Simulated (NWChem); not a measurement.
CH₅BOS; SMILES CB(O)S

```xyz
9

B     -0.0932    -0.4145    -0.0040
C      1.1538    -1.3853    -0.0009
H      1.0901    -2.1107    -0.8240
H      1.1842    -1.9673     0.9313
H      2.1131    -0.8668    -0.0921
O     -1.3862    -0.8565     0.0001
H     -1.4376    -1.8245    -0.0005
S      0.1718     1.3958    -0.0024
H     -1.1288     1.7608     0.0090
```
Atoms are numbered in this order, from 1.

All runs: NWChem. Pople sets run with spherical d functions. Geometry: optimised at B3LYP/6-31G* (spherical d). Level: PBE0/6-31+G*; rows give the wavelength of the field.

```tsv
field	isotropic polarisability (bohr³)	anisotropy (bohr³)
static	[?]	19.5
1065 nm	48.3	19.8
589 nm	49.5	20.6
```

Question: Complete the blanks.

Answer: 
- static, isotropic polarisability (bohr³): 47.9
